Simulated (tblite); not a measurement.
Run record: tight-binding relaxation, `[S]CC(C)(C)CO` [radical].

Computed with GFN2-xTB geometry optimisation, gas phase (tblite 0.8.0). Start geometry: from a force field or distance geometry. A driver script takes a list of jobs; this job's settings line and coordinates (Å) are shown.

Command:
```bash
OMP_NUM_THREADS=1 python probes_run.py task.json out
```

Input:
```
{"job": {"kind": "relax", "xc": "GFN2-xTB", "basis": "xTB"}, "charge": 0, "multiplicity": 2}
C     -0.805400    -0.126200     1.276300
C     -0.131300    -0.142600    -0.085300
C     -0.287300    -1.456700    -0.766000
C      1.326600     0.124500     0.128600
O      1.598600     1.342000     0.740000
C     -0.821400     0.916200    -0.904100
S     -0.657600     2.528800    -0.149400
H     -0.028200     0.076400     2.045500
H     -1.503600     0.737400     1.309500
H     -1.334400    -1.098600     1.423500
H     -1.127200    -1.317200    -1.522800
H     -0.559400    -2.220600    -0.027800
H      0.628800    -1.789200    -1.261000
H      1.903400    -0.071500    -0.796500
H      1.680900    -0.636400     0.892100
H      2.533900     1.553100     0.492700
H     -1.899500     0.677300    -0.840400
H     -0.525900     0.909700    -1.966600
```

Give the output.

```
step      E/eV     max force
  0    -641.01145    2.106
  1    -641.21917    0.765
  2    -641.28686    0.613
  3    -641.35286    0.576
  4    -641.41722    0.579
  5    -641.44435    0.392
  6    -641.46151    0.364
  7    -641.47656    0.325
  8    -641.48684    0.227
  9    -641.49403    0.215
... (117 lines left out)
127    -641.90774    0.016
128    -641.90779    0.014
129    -641.90785    0.025
130    -641.90794    0.026
131    -641.90804    0.024
132    -641.90812    0.019
133    -641.90818    0.017
134    -641.90823    0.014
135    -641.90828    0.013
136    -641.90830    0.009
```

«max force» is the largest atomic force in eV/Å.

From which step on does the largest force stay under 0.1 eV/Å, and how much energy is left to gain from there?

From step 97 (0.097 eV/Å), 8.1 meV above the end.

Summary of the converged run: energy lowered by 20.7 kcal/mol over 136 steps; largest atomic force 0.009 eV/Å at the end.

The run took 0.8 s on one thread of an Arm Neoverse V2, shared host with 192 logical CPUs at a one-minute load of 28.
Labels such as C1 count atoms from 1, the log's own numbers from 0.
